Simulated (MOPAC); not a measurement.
A run for MOPAC: AM1 on F2H2Si (SMILES F[SiH2]F), a point of a bond scan (R = 1.910 Å).

```
AM1 1SCF PRECISE CHARGE=0 THREADS=1
F2H2Si

Si     0.22395286 1    -0.14590633 1     0.36051960 1
F     -1.11899090 1    -1.11186162 1    -0.59415562 1
F      0.40909919 1     1.26754447 1    -0.34742940 1
H      1.48976880 1    -0.88621093 1     0.26168676 1
H     -0.25049912 1     0.07882097 1     1.73329117 1
```

Output:

```
*******************************************************************************
 **                                                                           **
 **                              MOPAC v23.2.5                                **
 **                                                                           **
 *******************************************************************************
 ** MOPAC's Digital Object Identifier: https://doi.org/10.5281/zenodo.6511958 **
 **                                                                           **
 ** Please cite the open-source release paper for use of this MOPAC version:  **
 ** J. E. Moussa and J. J. P. Stewart (2026)                                  **
 ** MOPAC: An open-source semiempirical molecular orbital program             **
 ** J. Open Source Softw., 11(119), 8025, https://doi.org/10.21105/joss.08025 **
 *******************************************************************************

                              AM1 CALCULATION RESULTS

 *******************************************************************************
 *  AM1        - The AM1 Hamiltonian to be used
 *
 *
 *
 *                 CHARGE ON SYSTEM = 0
 *
 *
 *
 *  PRECISE    - TIGHTER CRITERIA TO BE USED
 *  1SCF       - DO 1 SCF AND THEN STOP
 *  THREADS=1  - MULTI-THREADING NOT USED
 *  T=         - A TIME OF 172800.0 SECONDS REQUESTED
 *  DUMP=N     - RESTART FILE WRITTEN EVERY 7200.0 SECONDS REQUESTED
 *******************************************************************************
AM1 1SCF PRECISE CHARGE=0 THREADS=1
 F2H2Si

   ATOM   CHEMICAL          X               Y               Z
  NUMBER   SYMBOL      (ANGSTROMS)     (ANGSTROMS)     (ANGSTROMS)

     1      Si          0.22395286  *  -0.14590633  *   0.36051960  *
     2       F         -1.11899090  *  -1.11186162  *  -0.59415562  *
     3       F          0.40909919  *   1.26754447  *  -0.34742940  *
     4       H          1.48976880  *  -0.88621093  *   0.26168676  *
     5       H         -0.25049912  *   0.07882097  *   1.73329117  *



          CARTESIAN COORDINATES

    NO.       ATOM           X           Y           Z

     1        Si          0.2240     -0.1459      0.3605
     2         F         -1.1190     -1.1119     -0.5942
     3         F          0.4091      1.2675     -0.3474
     4         H          1.4898     -0.8862      0.2617
     5         H         -0.2505      0.0788      1.7333

  H: (AM1): M.J.S. DEWAR ET AL, J. AM. CHEM. SOC. 107 3902-3909 (1985)
  F: (AM1): M.J.S. DEWAR AND E. G. ZOEBISCH, THEOCHEM, 180, 1 (1988).
 Si: (AM1): M.J.S.DEWAR, C. JIE, ORGANOMETALLICS, 6, 1486-1490 (1987).

           Empirical Formula: H2 Si F2  =     5 atoms



      MOLECULAR POINT GROUP   :   Cs


      RHF CALCULATION, NO. OF DOUBLY OCCUPIED LEVELS = 10


 -------------------------------------------------------------------------------
 AM1 1SCF PRECISE CHARGE=0 THREADS=1
 F2H2Si



     1SCF WAS SPECIFIED, SO BFGS WAS NOT USED
     SCF FIELD WAS ACHIEVED


                              AM1 CALCULATION
                                                       MOPAC v23.2.5 Linux




          FINAL HEAT OF FORMATION =       -149.46007 KCAL/MOL =    -625.34093 KJ/MOL


          COSMO AREA              =         92.16 SQUARE ANGSTROMS
          COSMO VOLUME            =         77.94 CUBIC ANGSTROMS

          IONIZATION POTENTIAL    =         11.922837 EV
          HOMO LUMO ENERGIES (EV) =        -11.923  0.658
          NO. OF FILLED LEVELS    =         10
          MOLECULAR WEIGHT        =         68.0981         POINT GROUP:  Cs

          MOLECULAR DIMENSIONS (Angstroms)

            Atom       Atom       Distance
            F     3    F     2     2.83857
            H     4    H     5     2.47496
            H     4    F     3     1.80990


          SCF CALCULATIONS        =          1





   ATOM   CHEMICAL          X               Y               Z
  NUMBER   SYMBOL      (ANGSTROMS)     (ANGSTROMS)     (ANGSTROMS)

     1      Si          0.22395286  *  -0.14590633  *   0.36051960  *
     2       F         -1.11899090  *  -1.11186162  *  -0.59415562  *
     3       F          0.40909919  *   1.26754447  *  -0.34742940  *
     4       H          1.48976880  *  -0.88621093  *   0.26168676  *
     5       H         -0.25049912  *   0.07882097  *   1.73329117  *

                             CARTESIAN COORDINATES

   1   Si        0.223952860    -0.145906330     0.360519600
   2    F       -1.118990900    -1.111861620    -0.594155620
   3    F        0.409099190     1.267544470    -0.347429400
   4    H        1.489768800    -0.886210930     0.261686760
   5    H       -0.250499120     0.078820970     1.733291170


           Empirical Formula: H2 Si F2  =     5 atoms



      MOLECULAR POINT GROUP   :   Cs


                  EIGENVALUES
 -48.64858 -44.94753 -17.95208 -16.33040 -15.92895 -14.81765 -13.65924 -13.40526
 -12.73794 -11.92284   0.65758   1.06905   1.16055   1.93818


              NET ATOMIC CHARGES AND DIPOLE CONTRIBUTIONS

  ATOM NO.   TYPE          CHARGE      No. of ELECS.   s-Pop       p-Pop
    1         Si           1.428931        2.5711     0.80054     1.77053
    2          F          -0.462789        7.4628     1.93982     5.52297
    3          F          -0.453080        7.4531     1.87243     5.58065
    4          H          -0.256531        1.2565     1.25653
    5          H          -0.256531        1.2565     1.25653
 DIPOLE           X         Y         Z       TOTAL
 POINT-CHG.     1.607    -0.294     2.093     2.655
 HYBRID        -0.084     0.321    -0.309     0.453
 SUM            1.523     0.027     1.784     2.346


          ATOMIC ORBITAL ELECTRON POPULATIONS

     Atom    s        px        py        pz
    1 Si   0.80054   0.64400   0.48059   0.64595
    2  F   1.93982   1.77911   1.86983   1.87404
    3  F   1.87243   1.93602   1.74719   1.89745
    4  H   1.25653
    5  H   1.25653

 **********************
 *                    *
 * JOB ENDED NORMALLY *
 *                    *
 **********************




 == MOPAC DONE ==
```

The run finished.

Cost: about 0.04 core-seconds (a rough figure).
